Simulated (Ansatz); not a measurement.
Isolated molecules relaxed with PBE0-D4/def2-TZVP in Ansatz; ΔE leaves out vibrations. CBS: MP2 limit from def2 TZ/QZ plus the TZ coupled-cluster correction, frozen cores. Functionals use def2-TZVPP. B3LYP here is the variant with VWN-RPA as its local correlation; programs differ in this. HSE06 is defined as in plane-wave codes. One conformer a species, not always the lowest.

Reaction (formal exchange of groups at a B–Si bond): `F[Si](F)(F)BCl` + `CCSC` → `CSBCl` + `CC[Si](F)(F)F`

```
             level  ΔE (kJ/mol)  difference from CCSD(T)/CBS
       LDA (SPW92)       -172.3                         -7.0
            B97M-V       -173.5                         -8.2
           PBE0-D4       -167.0                         -1.7
          B3LYP-D4       -163.9                          1.4
        r2SCANh-D4       -174.5                         -9.2
        r2SCAN0-D4       -174.6                         -9.3
          HSE06-D4       -167.2                         -1.9
           ωB97X-V       -162.4                          2.9
            revPBE       -162.1                          3.2
           r2SCANh       -174.7                         -9.4
           r2SCAN0       -174.9                         -9.6
             HSE06       -167.8                         -2.5
         CAM-B3LYP       -165.8                         -0.5
  CCSD(T)/def2-SVP       -172.0                         -6.7
SCS-MP2/def2-QZVPP       -166.3                         -1.0
      HF/CBS(def2)       -161.1                          4.2
       CCSD(T)/CBS       -165.3                            0
```

(1) What do rigid-rotor, harmonic-oscillator terms from PBE0-D4/def2-TZVP frequencies (298.15 K, 1 bar) make of the CCSD(T)/CBS value? (An estimate is asked.)

Largest T1 diagnostic among the species: 0.013.

Answers

(1) Computed: ΔZPE = +1.2 kJ/mol, ΔH = -164.4 kJ/mol, ΔS = -9 J/(mol·K), ΔG = -161.9 kJ/mol. Modes under 50 cm⁻¹ make the entropy rough.

From PBE to PBE0 (25 % exact exchange), in def2-TZVPP and without D4, ΔE moves by −3.0 kJ/mol. Leaving LDA and LC-ωPBE aside and taking each functional with its dispersion term where it has one, the values, not all of them listed here, spread over 14.3 kJ/mol, from r2SCAN0-D4 to BLYP-D4. LDA lies −7.7 kJ/mol from PBE without D4. At CCSD(T), def2-SVP lies −6.6 kJ/mol from the extrapolated value and def2-TZVPP −1.5 kJ/mol.
